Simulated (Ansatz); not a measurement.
Geometry optimisation, RHF/6-31G in Ansatz.

input.yaml

```yaml
crystal:
  periodic: [false, false, false]
  atoms:
    - { symbol: Al, position_ang: [0.0, 0.0, 0.0] }
    - { symbol: F, position_ang: [0.0, 0.0, 1.69] }
    - { symbol: "N", position_ang: [1.6627, 0.0, -0.96] }
    - { symbol: H, position_ang: [2.1293, -0.9179, -1.2118] }
    - { symbol: H, position_ang: [2.1141, 0.9179, -1.2382] }
    - { symbol: Cl, position_ang: [-1.9312, 0.0, -1.115] }
basis:
  gaussian: { orbitals: "6-31G" }
hamiltonian:
  xc: hf
relax:
  f_tol: 0.02
  max_steps: 40
```

Command:

```bash
$ ansatz run input.yaml --threads 1 --pin off --max-ram 2048MiB --backend cpu --events-out ev --progress --plain --runs-dir out
```

Task: Where does it end, and by what steps?

Result: The forces met the threshold. Limits of this set-up: no polarisation functions. After 13 steps the energy has fallen by 0.831 eV; H4 moved furthest, 1.03 Å.

```
step  energy less start (eV)  largest force component (eV/Å)  accepted
   0                  0.0000                           2.756       yes
   1                 -0.4674                           0.920       yes
   2                 -0.4943                           1.350       yes
   3                 -0.5512                           0.490       yes
   4                 -0.5471                           1.568        no
   5                 -0.5818                           0.309       yes
   6                 -0.6174                           0.499       yes
   7                 -0.6783                           0.539       yes
   8                 -0.7664                           0.344       yes
   9                 -0.8207                           0.228       yes
  10                 -0.8233                           0.177       yes
  11                 -0.8309                           0.042       yes
  12                 -0.8308                           0.089        no
  13                 -0.8311                           0.004       yes
```

```xyz
6
Properties=species:S:1:pos:R:3
Al 0.060 -0.044 -0.051
F -0.020 -0.519 1.560
N 1.587 0.007 -0.922
H 2.468 -0.234 -0.523
H 1.683 0.279 -1.876
Cl -1.803 0.510 -1.023
```

Whether the end is a true minimum wasn't checked by a vibrational analysis.

Time of the run: 17 s on 1 thread of Arm Neoverse V2, on a shared host, peak memory 0.13 GiB.
